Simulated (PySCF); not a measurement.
Mg(H)(OMe) (CH4MgO), SMILES C[O][MgH]. The structure is a stationary point at B3LYP-D3(BJ)/def2-TZVP.

All values below come from B3LYP-D3(BJ)/def2-TZVP (PySCF).

Harmonic wavenumbers (cm⁻¹): 101, 101, 323, 323, 603, 1189, 1189, 1238, 1491, 1500, 1500, 1666, 2954, 2992, 2992. Rotational constants (GHz): 160.2, 4.527, 4.527; symmetry number 3.

**Question.** Work out the zero-point energy and the ideal-gas rigid-rotor harmonic-oscillator thermochemistry at 298.15 K and 1 atm.

**Answer.** ZPE = ½ Σ hcν = ½ × 20163 cm⁻¹ = 28.82 kcal/mol. H − E(el) = 32.75 kcal/mol. Entropy in cal/(mol K): translation 38.01, rotation 19.93, vibration 10.07, total 68.00. G − E(el) = 12.47 kcal/mol. Cp = 17.01 cal/(mol K). Modes under 150 cm⁻¹ make the vibrational entropy uncertain.
